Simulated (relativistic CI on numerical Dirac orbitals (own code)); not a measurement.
**Energy levels of Ar9+**

These numbers are calculated, not measured: Dirac-Coulomb-Breit CI, separate exchange-only KLI orbitals for each configuration, a model potential for QED, unscaled Slater integrals (own radial code, finite nucleus).

CI space (outside the closed core 1s2): 2s2 2p5, 2s 2p6, 2s2 2p4 3s, 2s2 2p4 3p, 2p6 3s, 2p6 3p, 2s2 2p4 3d, 2p6 3d, 2s 2p5 3s, 2s 2p5 3p, 2s2 2p4 4s, 2s 2p5 3d, 2s2 2p4 4p, 2s2 2p4 4d, 2s2 2p4 4f, 2s2 2p3 3s2. Levels of other configurations are missing.

The lowest level is 2s2 2p5 2P°_3/2, with 100 % of that term; Hund's rules for 2s2 2p5 give 2P° with J = 3/2, in agreement.

```
No.  Configuration  Term    J   E (eV)    %  Next component (%)      jj configuration (%)
  1        2s2 2p5   2P°  3/2    0.000  100                                 2p3/2^3 (100)
  2        2s2 2p5   2P°  1/2    2.233  100                           2p1/2 2p3/2^4 (100)
  3         2s 2p6    2S  1/2   76.480  100                                      2s (100)
  4     2p4(3P) 3s    4P  5/2  277.958   98                1 2D           2p3/2^2 3s (76)
  5     2p4(3P) 3s    4P  3/2  279.209   90                9 2P     2p1/2 2p3/2^3 3s (65)
  6     2p4(3P) 3s    4P  1/2  280.017   98                1 2S     2p1/2 2p3/2^3 3s (40)
  7     2p4(3P) 3s    2P  3/2  281.478   89                9 4P     2p1/2 2p3/2^3 3s (55)
  8     2p4(3P) 3s    2P  1/2  282.925   98                1 2S     2p1/2 2p3/2^3 3s (59)
  9     2p4(1D) 3s    2D  5/2  288.082   98                1 4P     2p1/2 2p3/2^3 3s (76)
 10     2p4(1D) 3s    2D  3/2  288.132   97                2 2P     2p1/2 2p3/2^3 3s (79)
 11     2p4(3P) 3p   4P°  5/2  294.201   92               6 4D°        2p3/2^2 3p3/2 (46)
 12     2p4(3P) 3p   4P°  3/2  294.471   88               4 2P°        2p3/2^2 3p1/2 (57)
 13     2p4(3P) 3p   4P°  1/2  295.161   93               4 2P°  2p1/2 2p3/2^3 3p1/2 (48)
 14     2p4(3P) 3p   4D°  7/2  296.354   98               2 2F°        2p3/2^2 3p3/2 (78)
 15     2p4(3P) 3p   4D°  5/2  296.898   65              30 2D°        2p3/2^2 3p1/2 (49)
 16     2p4(1S) 3s    2S  1/2  296.931   95         2 2p6 3s 2S           2p3/2^2 3s (51)
 17     2p4(3P) 3p   4D°  3/2  297.702   90               6 2D°  2p1/2 2p3/2^3 3p1/2 (63)
 18     2p4(3P) 3p   4D°  1/2  297.992   97               2 2P°        2p3/2^4 3p1/2 (34)
 19     2p4(3P) 3p   2P°  1/2  298.316   73              21 2S°        2p3/2^2 3p3/2 (66)
 20     2p4(3P) 3p   2D°  5/2  298.571   68              28 4D°  2p1/2 2p3/2^3 3p3/2 (71)
 21     2p4(3P) 3p   2P°  3/2  299.068   68              25 2D°  2p1/2 2p3/2^3 3p3/2 (58)
 22     2p4(3P) 3p   4S°  3/2  299.920   42              37 2D°        2p3/2^2 3p3/2 (36)
 23     2p4(3P) 3p   4S°  3/2  300.132   54              31 2D°  2p1/2 2p3/2^3 3p3/2 (75)
 24     2p4(3P) 3p   2S°  1/2  300.347   78              22 2P°  2p1/2 2p3/2^3 3p3/2 (56)
 25     2p4(1D) 3p   2F°  5/2  304.947   97               3 2D°  2p1/2 2p3/2^3 3p1/2 (68)
 26     2p4(1D) 3p   2F°  7/2  305.316   98               2 4D°  2p1/2 2p3/2^3 3p3/2 (78)
 27     2p4(1D) 3p   2D°  3/2  307.239   98               2 2P°  2p1/2 2p3/2^3 3p3/2 (43)
 28     2p4(1D) 3p   2D°  5/2  307.467   98               1 2F°  2p1/2 2p3/2^3 3p3/2 (67)
 29     2p4(1D) 3p   2P°  3/2  312.016   97               1 2D°  2p1/2 2p3/2^3 3p1/2 (51)
 30     2p4(1D) 3p   2P°  1/2  312.416   98        1 2p6 3p 2P°  2p1/2 2p3/2^3 3p3/2 (71)
 31     2p4(1S) 3p   2P°  3/2  315.506   96        2 2p6 3p 2P°        2p3/2^2 3p3/2 (57)
 32     2p4(1S) 3p   2P°  1/2  316.206   96        2 2p6 3p 2P°        2p3/2^4 3p1/2 (52)
 33     2p4(3P) 3d    4D  7/2  317.176   93                5 4F        2p3/2^2 3d5/2 (56)
 34     2p4(3P) 3d    4D  5/2  317.305   92                3 4P        2p3/2^2 3d3/2 (46)
 35     2p4(3P) 3d    4D  3/2  317.576   91                4 4P        2p3/2^2 3d3/2 (57)
 36     2p4(3P) 3d    4D  1/2  317.873   93                4 2P  2p1/2 2p3/2^3 3d3/2 (59)
 37     2p4(3P) 3d    4F  9/2  319.268   98                2 2G        2p3/2^2 3d5/2 (78)
 38     2p4(3P) 3d    4F  7/2  319.977   72               24 2F        2p3/2^2 3d3/2 (59)
 39     2p4(3P) 3d    4P  1/2  320.571   96                2 4D        2p3/2^2 3d3/2 (51)
 40     2p4(3P) 3d    4F  5/2  320.743   87                7 2F  2p1/2 2p3/2^3 3d3/2 (60)
 41     2p4(3P) 3d    4P  3/2  321.034   76               19 4F  2p1/2 2p3/2^3 3d3/2 (47)
 42     2p4(3P) 3d    4F  3/2  321.210   78               17 4P        2p3/2^2 3d3/2 (35)
 43     2p4(3P) 3d    2F  7/2  321.359   73               23 4F  2p1/2 2p3/2^3 3d5/2 (65)
 44     2p4(3P) 3d    4P  5/2  321.688   83                6 2D        2p3/2^2 3d5/2 (44)
 45     2p4(3P) 3d    2P  1/2  321.917   95                4 4D        2p3/2^2 3d5/2 (59)
```

Energies count from the lowest computed level; ° marks odd parity. Percentages are summed over parent terms; the parents shown are those of the largest component, closed shells are left out there. Filled j subshells are mostly left out of the jj labels.

The mean weight of the leading LS term, summed over parents, in these 45 levels is 88 %, and that of the leading jj configuration (from the same eigenvectors) 61 %, so LS coupling describes them better.

At this charge energies of transitions that change n are usually good to better than 1 %, and those within a shell (Δn = 0) to a few per cent.

LS names give the leading component of a level, which can be under half, so a name can repeat, a term be missing and a line seem to break the LS rules.
